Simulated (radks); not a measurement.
Valence configurations of Lu (all share [Xe]). All-electron calculation, scalar-relativistic Kohn-Sham, PBE, spin-polarised, spherical densities, finite nucleus; open shells are filled with parallel spins first (spin-orbit coupling, left out, can overturn this in heavy ions); Fermi nuclear charge, rms radius 5.37 fm. Program: a radial shooting solver on a logarithmic mesh with Libxc functionals. Energies are relative to 4f14 5d1 6s2; eigenvalues in eV for spin up.

[
 {"valence": "4f14 5d1 6s2", "E (eV)": "0.000", "moment (Bohr magnetons)": "1", "e(4f)": "-9.601", "e(5d)": "-1.951", "e(6p)": "-", "e(6s)": "-4.843"},
 {"valence": "4f14 6s2 6p1", "E (eV)": "0.926", "moment (Bohr magnetons)": "1", "e(4f)": "-12.708", "e(5d)": "-", "e(6p)": "-2.404", "e(6s)": "-6.175"},
 {"valence": "4f14 5d1.5 6s1.5", "E (eV)": "1.124", "moment (Bohr magnetons)": "2", "e(4f)": "-8.974", "e(5d)": "-1.829", "e(6p)": "-", "e(6s)": "-4.878"},
 {"valence": "4f14 5d2 6s1", "E (eV)": "2.047", "moment (Bohr magnetons)": "3", "e(4f)": "-8.384", "e(5d)": "-1.705", "e(6p)": "-", "e(6s)": "-4.877"},
 {"valence": "4f14 5d1 6s1 6p1", "E (eV)": "2.554", "moment (Bohr magnetons)": "3", "e(4f)": "-10.872", "e(5d)": "-3.188", "e(6p)": "-2.302", "e(6s)": "-5.989"},
 {"valence": "4f14 5d3", "E (eV)": "5.250", "moment (Bohr magnetons)": "3", "e(4f)": "-7.712", "e(5d)": "-1.464", "e(6p)": "-", "e(6s)": "-"},
 {"valence": "4f14 5d1 6p2", "E (eV)": "6.281", "moment (Bohr magnetons)": "3", "e(4f)": "-12.246", "e(5d)": "-4.110", "e(6p)": "-2.871", "e(6s)": "-"},
 {"valence": "4f13 5d2 6s2", "E (eV)": "10.221", "moment (Bohr magnetons)": "3", "e(4f)": "-17.096", "e(5d)": "-3.232", "e(6p)": "-", "e(6s)": "-5.326"},
 {"valence": "4f13 5d1 6s2 6p1", "E (eV)": "12.485", "moment (Bohr magnetons)": "3", "e(4f)": "-20.604", "e(5d)": "-5.435", "e(6p)": "-2.566", "e(6s)": "-6.795"},
 {"valence": "4f12 5d1 6s2 6p2", "E (eV)": "34.667", "moment (Bohr magnetons)": "5", "e(4f)": "-32.994", "e(5d)": "-9.472", "e(6p)": "-3.633", "e(6s)": "-8.708"}
]

NIST lists [Xe] 4f14 5d1 6s2 as the ground configuration; this level of theory agrees among the configurations tried. The energies are those of spherical high-spin densities, not of single terms.
